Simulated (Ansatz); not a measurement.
`[CH3][Zn][Se]C(C)C`, 16 atoms. Total charge 0; spin multiplicity 1. For Zn the d shell is correlated and the shells below it are frozen. Correlated methods include outer-core shells of Se, which these sets cover unevenly. Scalar relativity is left out up to krypton. Hardware: A = 2 threads of an AMD EPYC 7R13 on a shared host and a share of an NVIDIA H100 80 GB; B = 2 threads of an AMD EPYC 7R13 on a shared host. Correlated methods freeze the cores.

(1) How many basis functions does each run have, and how long does it take in Ansatz? RHF-MP2 with 3s3p of Cu, Zn/def2-QZVPP energy [A]; RKS ωB97M-V/def2-SVP energy [B]; RKS ωB97M-V/def2-QZVPP energy [A]; RKS r2SCAN0-D4/def2-TZVPP energy [A]; RKS PBE0-D4/def2-SVP energy [B]; RKS B97M-V/def2-TZVPP energy [A]; RHF-CCSD(T) with 3s3p of Cu, Zn/def2-SVP energy [A]; RHF-CCSD(T) with 3s3p of Cu, Zn/def2-TZVPP energy [A]; RKS PBE0-D4/def2-QZVPP energy [A]; RKS PBE0-D4/def2-TZVP relaxation (8 steps) [A]; RKS HSE06 (plane-wave form)-D4/def2-TZVPP energy [A]; RKS B3LYP-D4/def2-TZVPP energy and forces [A]. (Best estimate.)

Answers

(1) Ansatz gave: Other jobs shared the machine, so times are rough.

```json
{"level": "RHF-CCSD(T) with 3s3p of Cu, Zn/def2-SVP", "job": "energy [A]", "functions": "169", "wall time": "1.8 s", "peak host memory (GiB)": "0.8"}
{"level": "RKS r2SCAN0-D4/def2-TZVPP", "job": "energy [A]", "functions": "376", "wall time": "2.2 s", "peak host memory (GiB)": "0.94"}
{"level": "RKS B3LYP-D4/def2-TZVPP", "job": "energy and forces [A]", "functions": "376", "wall time": "2.4 s", "peak host memory (GiB)": "1"}
{"level": "RKS HSE06 (plane-wave form)-D4/def2-TZVPP", "job": "energy [A]", "functions": "376", "wall time": "2.4 s", "peak host memory (GiB)": "0.92"}
{"level": "RKS B97M-V/def2-TZVPP", "job": "energy [A]", "functions": "376", "wall time": "2.7 s", "peak host memory (GiB)": "1"}
{"level": "RKS PBE0-D4/def2-QZVPP", "job": "energy [A]", "functions": "717", "wall time": "2.7 s", "peak host memory (GiB)": "1.3"}
{"level": "RKS ωB97M-V/def2-QZVPP", "job": "energy [A]", "functions": "717", "wall time": "5 s", "peak host memory (GiB)": "1.4"}
{"level": "RKS PBE0-D4/def2-SVP", "job": "energy [B]", "functions": "169", "wall time": "5.5 s", "peak host memory (GiB)": "0.56"}
{"level": "RHF-MP2 with 3s3p of Cu, Zn/def2-QZVPP", "job": "energy [A]", "functions": "717", "wall time": "7 s", "peak host memory (GiB)": "1.3"}
{"level": "RHF-CCSD(T) with 3s3p of Cu, Zn/def2-TZVPP", "job": "energy [A]", "functions": "376", "wall time": "11 s", "peak host memory (GiB)": "0.88"}
{"level": "RKS PBE0-D4/def2-TZVP", "job": "relaxation (8 steps) [A]", "functions": "280", "wall time": "11 s", "peak host memory (GiB)": "1"}
{"level": "RKS ωB97M-V/def2-SVP", "job": "energy [B]", "functions": "169", "wall time": "17 s", "peak host memory (GiB)": "0.8"}
```

B3LYP here is the variant with VWN-RPA as its local correlation; programs differ in this.
